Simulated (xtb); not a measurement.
C6H10O3 (SMILES C=C(C)C(=O)OCOC), singlet, geometry from GFN2-xTB. Base run: GFN2-xTB run with xtb.

xtb was given this input:
```
$ xtb mol.xyz --gfn 2 --json

# file mol.xyz
19

C     -2.19476973    -1.45264741     0.31504317
C     -2.08052925    -0.13616820     0.17208109
C     -3.23546994     0.81403694     0.16297940
C     -0.75386637     0.50983176     0.00531913
O     -0.58462100     1.69762619    -0.12869987
O      0.26457662    -0.36915669     0.01753556
C      1.54681160     0.18293156    -0.13626971
O      2.43876739    -0.87865783    -0.09581127
C      3.77681107    -0.46671901    -0.23956522
H     -3.15745267    -1.92084808     0.43599517
H     -1.33135147    -2.09374126     0.31478252
H     -3.11968742     1.54359485     0.96250751
H     -4.17485376     0.28410548     0.28845617
H     -3.25178778     1.36638988    -0.77486146
H      1.74048409     0.90878887     0.67727850
H      1.60545588     0.72765636    -1.09859725
H      4.37792641    -1.37135784    -0.19300117
H      4.07102838     0.21487318     0.56731299
H      3.93652991     0.03445129    -1.20159558
```

Variants of this job, named by their change:

```
change               ΔE vs base (mEh)  HOMO-LUMO gap (eV)  dipole (D)  G_solv (kcal/mol)  SCF cycles
-------------------  ----------------  ------------------  ----------  -----------------  ----------
base                            0.000                3.84        0.84                  -          11
acc = 30                        0.000                3.84        0.84                  -           8
acc = 1000                      0.018                3.84        0.85                  -           6
alpb = acetonitrile           -15.108                3.75        1.07              -9.90          11
etemp = 1000                    0.000                3.84        0.84                  -          11
acc = 0.1                       0.000                3.84        0.84                  -          13
alpb = dmf                    -16.967                3.77        1.04             -11.04          11
```

ALPB and GBSA are two models with their own fitted parameters for each solvent, which aren't always the measured dielectric constant.
